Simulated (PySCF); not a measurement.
These are TPSSh-D3(BJ)/def2-TZVP // r2SCAN-D4/def2-SVP in PySCF 2.14.0 values and carry that method's errors. Isolated molecules, 0 K electronic values unless said otherwise. One relaxed conformer stands for a flexible species; it need not be the lowest. 

Reference species: [Cd(NH2)2] (neutral, multiplicity 1).

```yaml
coordination_number: 2
charge on the central atom (Mulliken): 0.75 e
LUMO: -0.92 eV
HOMO: -5.91 eV
```

Changed species: [Cd(H)2] (2 of 2 NH2 replaced by H; the reference has 0 of 2 NH2 replaced by H).

Q: What does the change do to the coordination number, charge on the central atom (Mulliken), LUMO and HOMO?

A: the coordination number is nearly the same; the charge on the central atom (Mulliken) drops by 0.44 e, to 0.31 e; the LUMO is nearly the same; the HOMO falls by 1.38 eV, to -7.29 eV.
